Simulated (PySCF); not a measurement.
CH3FO2Si, SMILES O=CO[SiH2]F. The structure is a stationary point at PBE0-D3(BJ)/def2-SVP. The structure was generated by enumeration, and PubChem lists no compound with its InChIKey, so it may never have been made. One conformer was computed; it need not be the lowest.

Level of theory: PBE0-D3(BJ)/def2-SVP run with PySCF.

Harmonic wavenumbers (cm⁻¹): 100, 113, 254, 261, 695, 699, 745, 816, 890, 933, 977, 1060, 1272, 1391, 1852, 2313, 2331, 3085. Rotational constants (GHz): 13.83, 2.346, 2.057; symmetry number 1.

### Question
Work out the zero-point energy and the ideal-gas rigid-rotor harmonic-oscillator thermochemistry at 298.15 K and 1 atm.

### Answer
ZPE = ½ Σ hcν = ½ × 19788 cm⁻¹ = 28.29 kcal/mol. H − E(el) = 32.53 kcal/mol. Entropy in cal/(mol K): translation 39.54, rotation 25.98, vibration 11.60, total 77.12. G − E(el) = 9.54 kcal/mol. Cp = 20.36 cal/(mol K). Modes under 150 cm⁻¹ make the vibrational entropy uncertain.
